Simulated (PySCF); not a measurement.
A structure optimised at PBE0-D3(BJ)/def2-TZVP, used in a PySCF frequency run:

```
Mg
Br 1 2.3219
I 1 2.5262 2 180.00
```

Q: Write its SMILES, formula and point group.

A: [Br][Mg][I], BrIMg, C∞v

Q: What are its rotational constants (standard atomic weights)?

A: 0.43503 GHz (linear rotor, B only)
